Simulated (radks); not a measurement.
Question: Species: the chlorine ion Cl3+. Configuration: [Ne] 3s2 3p2. All-electron calculation, non-relativistic Kohn-Sham, BLYP, spin-polarised, spherical densities, point nucleus; open shells are filled with parallel spins first. Program: a radial shooting solver on a logarithmic mesh with Libxc functionals. Some entries of the table are withheld. Estimate them.

orbital  occ.  eigenvalue (eV)  <1/r> (bohr^-1)  r(max) (bohr)
1s up       1        -2788.553            16.55        0.05991
1s down     1        -2788.092            16.55        0.05990
2s up       1        -295.7295            3.290         0.3632
2s down     1        -295.3059            3.289         0.3634
2p up       3        -236.8081            3.207            (1)
2p down     3        -236.2103            3.206            (2)
3s up       1         -59.6802              (3)          1.228
3s down     1         -56.7532              (4)          1.225
3p up       2              (5)           0.8978          1.303
3p down     0              (6)           0.8884          1.305

Answer: 
(1) 2p up r(max) (bohr): 0.3013
(2) 2p down r(max) (bohr): 0.3017
(3) 3s up <1/r> (bohr^-1): 0.9932
(4) 3s down <1/r> (bohr^-1): 0.9905
(5) 3p up eigenvalue (eV): -46.1059
(6) 3p down eigenvalue (eV): -43.3254
